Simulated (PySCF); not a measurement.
## How the method moves the HOMO and LUMO of CF3SO2Cl

Compound: CF3SO2Cl.
Geometry (PBE0-D3(BJ)/def2-SVP, Å), atoms numbered from 1 in this order:
```
atom  x, y, z in Å
O1     1.3258   -0.1780    1.4673
S2     0.9534   -0.1165    0.0769
O3     1.4111   -1.0536   -0.9166
Cl4    1.3015    1.8020   -0.6113
C5    -0.9191   -0.0936   -0.0074
F6    -1.3273   -1.2942    0.3403
F7    -1.3831    0.8042    0.8286
F8    -1.3031    0.1802   -1.2318
```

Basis pcSseg-1 throughout (PySCF), one geometry. Geometry: PBE0-D3(BJ)/def2-SVP; no solvent, vibrations or thermal averaging.

Question: How do the orbital energies, the gap and the dipole change with the method?

Answer: 
```
   method                    kind  HOMO (eV)  LUMO (eV)  gap (eV)  μ (D)  SCF cycles
     BLYP                     GGA      -8.07      -3.26      4.81   1.71          18
    B97-D                     GGA      -8.27      -3.39      4.88   1.71          18
      KT2                     GGA      -8.37      -3.48      4.89   1.67          19
    B3LYP           global hybrid      -9.58      -2.80      6.78   1.77          15
CAM-B3LYP  range-separated hybrid     -11.30      -1.45      9.86   1.82          14
  wB97X-D  range-separated hybrid     -11.86      -0.86     11.00   1.80          14
```

The HOMO spans 3.79 eV, from BLYP down to wB97X-D, and the gap runs from 4.81 eV (BLYP) to 11.00 eV (wB97X-D). The dipole ranges from 1.67 D (KT2) to 1.82 D (CAM-B3LYP). This basis has no diffuse functions.
